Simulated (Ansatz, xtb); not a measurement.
## C4H8Ge: 3 structures ranked

3 gas-phase structures of C4H8Ge, from a drawn sample of its isomers (lower ones may exist). Each was relaxed with GFN2-xTB:

A. `C=C[C](=C)[GeH3]`, a singlet
B. `C=C/C=[CH]/[GeH3]`, a singlet
C. `C=C/C=[CH]\[GeH3]`, a singlet

**Question.** Which do you expect lowest at r2SCAN-D4/def2-SVP//GFN2-xTB, and how would the others follow?

**Answer.** Calculated order at r2SCAN-D4/def2-SVP//GFN2-xTB: B (0.000), C (0.052), A (0.069) eV. Less than 1 kcal/mol parts C and A, so the order within that pair means little.

Energies above the lowest of each column, in eV; the last columns are at r2SCAN-D4/def2-SVP geometries:

```json
{"structure": "B", "GFN2-xTB": "0.000", "HF/STO-3G": "0.000", "r2SCAN-D4/def2-SVP//GFN2-xTB": "0.000", "r2SCAN-D4/def2-SVP": "0.000", "CCSD(T)/def2-SVP + ΔMP2/def2-TZVPP": "0.000"}
{"structure": "C", "GFN2-xTB": "0.006", "HF/STO-3G": "0.079", "r2SCAN-D4/def2-SVP//GFN2-xTB": "0.052", "r2SCAN-D4/def2-SVP": "0.049", "CCSD(T)/def2-SVP + ΔMP2/def2-TZVPP": "0.046"}
{"structure": "A", "GFN2-xTB": "0.057", "HF/STO-3G": "0.153", "r2SCAN-D4/def2-SVP//GFN2-xTB": "0.069", "r2SCAN-D4/def2-SVP": "0.064", "CCSD(T)/def2-SVP + ΔMP2/def2-TZVPP": "0.016"}
```

Every level run on B puts it lowest or level with the lowest. CCSD(T)/def2-SVP + ΔMP2/def2-TZVPP orders those it was run on as B (0.000), A (0.016), C (0.046) eV. Less than 1 kcal/mol parts B and A; A and C, so the order within those pairs means little. Flexible structures stand in one conformer each, not always the lowest. ΔMP2 is the change of the MP2 energy from the smaller to the larger basis.

Programs: Ansatz 0.2.0, xtb 6.7.1.
